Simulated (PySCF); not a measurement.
Species: (H3Sn)2O.
Bonds: Sn1–O5, O5–Sn6. Hydrogens: H2, H3, H4 on Sn1; H7, H8, H9 on Sn6.

Method: PBE0-D3(BJ)/def2-SVP geometry optimisation, gas phase, def2 core potentials past Kr (PySCF 2.14.0); density fitting, grid level 1; the optimiser is geomeTRIC in internal coordinates, started from a GFN2-xTB structure with every atom displaced at random (about 0.03 Å).

Step 0: E = -13802.3006 eV
```
atom  x, y, z in Å  |  force x, y, z in eV/Å
Sn1    -0.1850    1.7196    0.5122   -0.650   2.698  -0.962
H2     -1.7579    2.2406   -0.0509    0.382   0.097   0.146
H3     -0.2326    1.5891    2.1231    0.120  -0.161   1.687
H4      1.1105    2.6812   -0.1326   -0.236  -0.066   0.237
O5     -0.0047    0.0634   -0.3287   -0.045   0.333  -0.705
Sn6     0.2343   -1.7804   -0.5107    1.035  -1.627   1.223
H7     -1.0785   -2.5129    0.1440   -0.926  -0.640   0.492
H8      1.6846   -2.1559    0.3051    0.131  -0.178   0.106
H9      0.3620   -1.9142   -2.0870    0.191  -0.456  -2.224
```

Task: Estimate the geometry and energy of step 1. (The exact step hangs on the optimiser's Hessian estimate; all steps are aligned on step 0, rigid shifts and turns removed.)

Result: E = -13802.8127 eV, largest force 0.817 eV/Å
```
atom  x, y, z in Å  |  force x, y, z in eV/Å
Sn1    -0.2081    1.8085    0.5147   -0.329   0.386  -0.641
H2     -1.7589    2.3729   -0.0190    0.227   0.011   0.063
H3     -0.2334    1.6538    2.1884    0.120  -0.086   0.538
H4      1.0771    2.7817   -0.0981   -0.099  -0.055   0.137
O5     -0.0085    0.0784   -0.3550    0.011  -0.040  -0.118
Sn6     0.2531   -1.8489   -0.5299    0.320   0.267   0.456
H7     -1.0873   -2.6141    0.1519   -0.312  -0.224   0.144
H8      1.7017   -2.2357    0.3009    0.029  -0.076   0.028
H9      0.3972   -2.0661   -2.1796    0.033  -0.183  -0.607
```

The energy changes by -0.5121 eV. The first-order estimate −F·Δx gives -0.8848 eV and the mean of the old and new forces, exact on a quadratic surface, -0.5300 eV. The step makes an angle of 56° with the force vector and moves no atom by more than 0.181 Å.

What follows is the cost of the whole optimisation. On Arm Neoverse V1, one thread, shared host with 32 logical CPUs at a one-minute load of 21, this took 51 s wall and 0.38 GiB of memory at its peak.
